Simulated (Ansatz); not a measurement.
Frontier orbitals of `[CH3][Sn+]([CH3])[CH3]`.

Z-matrix (Å, degrees):
```
C
Sn 1 2.109
H 1 1.092 2 108.6
H 1 1.092 2 108.7 3 -117.5
H 1 1.088 2 110.7 3 121.2
C 2 2.109 1 118.8 3 58.9
C 2 2.108 1 119.9 3 -121.1
H 6 1.092 2 108.6 1 59.6
H 6 1.092 2 108.7 1 -57.9
H 6 1.088 2 110.7 1 -179.2
H 7 1.092 2 108.5 1 -58.7
H 7 1.088 2 110.8 1 -180.0
H 7 1.092 2 108.5 1 58.7
```

Total charge 1; spin multiplicity 1. Correlated methods include outer-core shells of Sn, which these sets cover unevenly. Sn takes the def2 core potential. The geometry is a stationary point of PBE0-D4/def2-TZVP. Basis def2-TZVPP, Ansatz 0.2.0.

Orbital energies of one run (eV). Highest occupied ones, from the top: -12.21, -12.21, -14.55, -14.58, -14.62, -14.85, -14.87, -14.92, -16.44, -21.76, -21.79, -22.42, -31.10, -31.10. Empty: -8.07, -6.13, -3.95, -3.93, -3.37, -2.61.

Q: Which functional gave them?
A. ωB97X-V
B. revPBE
C. PBE0
D. HSE06 (plane-wave form)

A: B. HOMO energies: revPBE -12.21, PBE0 -13.43, HSE06 -13.03, ωB97X-V -15.70 eV.
